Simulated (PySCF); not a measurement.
C4H11BO2, SMILES CC(C)CB(O)O, GFN2-xTB optimised geometry.

```
18

C      1.39     0.57     0.00
C     -0.14     0.57     0.00
C     -0.67     2.00     0.00
C     -0.68    -0.21    -1.21
B     -0.28    -1.76    -1.27
O     -0.12    -2.55    -0.17
O     -0.13    -2.33    -2.48
H      1.76     1.07    -0.89
H      1.77     1.08     0.88
H      1.77    -0.45    -0.01
H     -0.49     0.08     0.92
H     -0.35     2.52    -0.90
H     -0.29     2.55     0.86
H     -1.75     2.01     0.04
H     -0.35     0.29    -2.12
H     -1.77    -0.13    -1.21
H     -0.23    -2.12     0.67
H      0.09    -3.27    -2.44
```

Density from PBE/def2-SVP (PySCF) at that geometry.

Minimum of the electron density along straight lines between bonded atoms, close to the bond critical point (lines longer than 1.1 times the sum of covalent radii, or with two minima, are not listed):

```
bond    length / Å  ρ at the minimum / e bohr⁻³  ∇²ρ there / e bohr⁻⁵  position (fraction from the first atom)
------  ----------  ---------------------------  --------------------  ---------------------------------------
C1–C2        1.527                        0.242                 -0.53                                     0.50
C2–C3        1.528                        0.241                 -0.53                                     0.50
C2–C4        1.535                        0.236                 -0.50                                     0.50
C4–B5        1.603                        0.176                 -0.25                                     0.67
B5–O6        1.362                        0.200                  1.10                                     0.33
B5–O7        1.349                        0.208                  1.18                                     0.33
C1–H8        1.088                        0.274                 -0.99                                     0.63
C1–H9        1.088                        0.273                 -0.98                                     0.63
C1–H10       1.088                        0.274                 -0.98                                     0.63
C2–H11       1.098                        0.270                 -0.93                                     0.62
C3–H12       1.088                        0.274                 -0.98                                     0.63
C3–H13       1.088                        0.274                 -0.98                                     0.63
C3–H14       1.088                        0.274                 -0.98                                     0.63
C4–H15       1.090                        0.270                 -0.94                                     0.62
C4–H16       1.094                        0.266                 -0.91                                     0.62
O6–H17       0.955                        0.360                 -2.34                                     0.81
O7–H18       0.958                        0.357                 -2.31                                     0.81
```
